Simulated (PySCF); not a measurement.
Isomers of C8H11F, mass 126.084 u with the commonest isotopes. Level of theory: PBE0/pcSseg-1 in PySCF (dipole) on a GFN2-xTB geometry, gas phase. One conformer each, none proved a minimum here; rigid rotors.

Task: Order these by rotational constant B, largest first.
A. `[CH2:1]=[C:2]=[C:3]1[CH2:4][CH2:5][CH2:6][C@H:7]1[CH2:8][F:9]` with C6–C7–C8–F9 -69°, C2–C3–C4–C5 168°, C3–C4–C5–C6 31°, C4–C5–C6–C7 -38°, C5–C6–C7–C8 -88°
B. `C/C=C1/C(=C/C)C[C@@H]1F`
C. `[F:1][CH2:2][CH2:3][CH:4]1[CH:5]=[CH:6][CH2:7][CH:8]=[CH:9]1` with F1–C2–C3–C4 180°, C2–C3–C4–C5 62°
D. `[CH3:1][CH2:2][C@@H:3]1[C@H:4]2[CH:5]=[C:6]([F:7])[CH2:8][C@@H:9]12` with C1–C2–C3–C4 154°

Result: A (1333 MHz), B (1071 MHz), C (997.8 MHz), D (885.3 MHz).

Task: Order these by dipole moment, smallest first.
A. `[CH3:1][CH2:2][C@@H:3]1[C@H:4]2[CH:5]=[C:6]([F:7])[CH2:8][C@@H:9]12` with C1–C2–C3–C4 154°
B. `[F:1][CH2:2][CH2:3][CH:4]1[CH:5]=[CH:6][CH2:7][CH:8]=[CH:9]1` with F1–C2–C3–C4 180°, C2–C3–C4–C5 62°
C. `[CH2:1]=[C:2]=[C:3]1[CH2:4][CH2:5][CH2:6][C@H:7]1[CH2:8][F:9]` with C6–C7–C8–F9 -69°, C2–C3–C4–C5 168°, C3–C4–C5–C6 31°, C4–C5–C6–C7 -38°, C5–C6–C7–C8 -88°

Result: C (1.74 D), A (1.87 D), B (2.14 D).

Task: Order these by rotational constant C, largest first.
A. `[CH2:1]=[C:2]=[C:3]1[CH2:4][CH2:5][CH2:6][C@H:7]1[CH2:8][F:9]` with C6–C7–C8–F9 -69°, C2–C3–C4–C5 168°, C3–C4–C5–C6 31°, C4–C5–C6–C7 -38°, C5–C6–C7–C8 -88°
B. `[F:1][CH2:2][CH2:3][CH:4]1[CH:5]=[CH:6][CH2:7][CH:8]=[CH:9]1` with F1–C2–C3–C4 180°, C2–C3–C4–C5 62°
C. `C/C=C1/C(=C/C)C[C@@H]1F`
D. `[CH3:1][CH2:2][C@@H:3]1[C@H:4]2[CH:5]=[C:6]([F:7])[CH2:8][C@@H:9]12` with C1–C2–C3–C4 154°

Result: B (962.8 MHz), A (878.8 MHz), D (821.3 MHz), C (789.9 MHz).

| SMILES | point group | Ia (u·Å²) | Ib (u·Å²) | Ic (u·Å²) | κ | μa (D) | μb (D) | μc (D) |
| --- | --- | --- | --- | --- | --- | --- | --- | --- |
| CC[C@@H]1[C@H]2C=C(F)C[C@H]21 | C1 | 118.84 | 570.85 | 615.35 | -0.96 | 1.76 | 0.06 | 0.63 |
| C/C=C1/C(=C/C)C[C@@H]1F | C1 | 196.41 | 472.03 | 639.77 | -0.69 | 1.06 | 1.13 | 0.88 |
| C=C=C1CCC[C@H]1CF | C1 | 252.06 | 379.10 | 575.09 | -0.19 | 1.28 | 1.12 | 0.37 |
| FCCC1C=CCC=C1 | Cs | 174.40 | 506.48 | 524.91 | -0.96 | 2.13 | 0.00 | 0.25 |
